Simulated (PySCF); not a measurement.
# SMILES Cn1cccc1C#N, C6H6N2

Geometry (Å), atoms numbered from 1 in this order:
```xyz
14

C    -1.7725   -0.4447   -0.2337
N    -0.3943   -0.2389    0.1128
C     0.3006   -0.9220    1.0466
C     1.5989   -0.4671    1.0662
C     1.7012    0.5360    0.0980
C     0.4493    0.6594   -0.4853
C     0.0358    1.5223   -1.5017
N    -0.3048    2.2335   -2.3378
H    -2.1512    0.4313   -0.7597
H    -1.8836   -1.3166   -0.8848
H    -2.3640   -0.6047    0.6683
H    -0.1697   -1.6824    1.6391
H     2.3839   -0.8168    1.7064
H     2.5698    1.1103   -0.1565
```

Computed, not measured: TDDFT B3LYP/aug-cc-pVDZ excited states, vertical, gas phase (PySCF 2.14.0). Geometry: GFN2-xTB.

Problem. How strongly do the lowest singlets absorb one photon, and two photons of half the energy?

Solution. δ for parallel linear polarisation; σ at the peak of a Lorentzian of half width 0.1 eV, single beam; Ω is circular over linear.
| state | E (eV) | f | photon λ (nm) | δ (au) | σ (GM) | Ω | main |
| --- | --- | --- | --- | --- | --- | --- | --- |
| S1 | 5.33 | 0.303 | 465 | 43.8 | 0.46 | 1.44 | HOMO→LUMO 0.89 |
| S2 | 5.36 | 0.016 | 463 | 120 | 1.27 | 1.50 | HOMO→LUMO+1 0.94 |
| S3 | 5.65 | 0.001 | 439 | 1.81 | 0.02 | 1.49 | HOMO→LUMO+4 0.86 |
| S4 | 5.73 | 0.045 | 433 | 128 | 1.53 | 1.05 | HOMO−1→LUMO 0.77, HOMO→LUMO+5 0.12 |
| S5 | 5.86 | 0.001 | 423 | 29.1 | 0.37 | 1.50 | HOMO→LUMO+2 0.95 |

Among these, the strongest one-photon state is S1, the strongest two-photon state S4, with a dipole change of 1.4 D (relaxed, norm of the difference vector).
